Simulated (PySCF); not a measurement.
## Where the electron goes

Species: C₅H₁₂FPSi.
Z-matrix (Å and degrees, PBE0-D3(BJ)/def2-SVP geometry), rows numbered from 1:
```
F 
C   1  1.3807
C   2  1.5169  1  108.46
C   3  1.5239  2  112.97  1  -176.00
P   4  1.8700  3  116.42  2   -54.62
Si  5  2.2633  4  101.92  3   -63.02
C   5  1.8691  4   98.99  3    41.17
C   2  1.5168  1  108.55  3   124.06
H   2  1.1077  1  107.22  3  -118.00
H   3  1.1028  2  108.05  1    61.10
H   3  1.1027  2  108.08  1   -53.94
H   4  1.1043  3  110.11  2    65.34
H   4  1.1016  3  110.91  2  -177.99
H   6  1.4980  5  117.49  4    49.07
H   6  1.4951  5  107.03  4   -72.52
H   6  1.4955  5  106.78  4   170.53
H   7  1.1044  5  105.45  4    80.85
H   7  1.1015  5  107.61  4  -166.69
H   8  1.1030  2  108.16  1   -61.25
H   8  1.1027  2  108.08  1    53.81
```

The calculation used TDDFT PBE0/def2-SVPD, vertical, gas phase, core orbitals frozen in the response in PySCF.

Frontier orbitals with the atoms that hold most of them (Löwdin shares over 4%, at most four atoms; ? is withheld):

```
orbital  ε (eV)                            atoms
 LUMO+2    0.46  Si6 31%, H15 8%, H14 8%, H16 7%
 LUMO+1    0.36   Si6 21%, P5 20%, C7 10%, C4 9%
   LUMO    0.13  P5 26%, Si6 25%, H14 11%, C4 6%
   HOMO   -6.70                                ?
 HOMO-1   -8.58   P5 25%, Si6 18%, C4 16%, C7 7%
 HOMO-2   -8.59    C7 18%, P5 16%, C8 10%, C4 8%
 HOMO-3   -9.16   C2 18%, F1 16%, H9 11%, C3 10%
```

Give the leading atoms of the HOMO.

P5 (bonded to 2 C and Si) 58%; Si6 (bonded to P and 3 H) 11%; C7 (bonded to C, P and 2 H) 8%; C4 (bonded to C, P and 2 H) 8%. By element: phosphorus 58%, carbon 16% or more, silicon 11%.

Within 0.005 eV of a neighbour in this list lie HOMO-2/HOMO-1.

The HOMO–LUMO gap is 6.84 eV. Where does the response calculation put the lowest singlet, and from which orbitals?

S1 is at 5.72 eV (f = 0.0082), 1.12 eV below the gap, made of HOMO→LUMO+1 (93%). Its leading pair isn't HOMO and LUMO; the energies of that pair differ by 7.06 eV. 

Give energy, strength and leading configuration of S1 and S2, and follow the Löwdin shares of the leading atoms from the occupied to the empty orbital.

- S1 (5.72 eV, f 0.0082), HOMO→LUMO+1 (93%): P5 58% → 20%, Si6 11% → 21%
- S2 (5.85 eV, f 0.106), HOMO→LUMO (85%): P5 58% → 26%, Si6 11% → 25%

Löwdin shares depend on the basis, the more so with diffuse functions.

One conformer stands for the species.

Without π bonds the low states are Rydberg-like; a valence basis with one diffuse set may place them up to an eV too high.
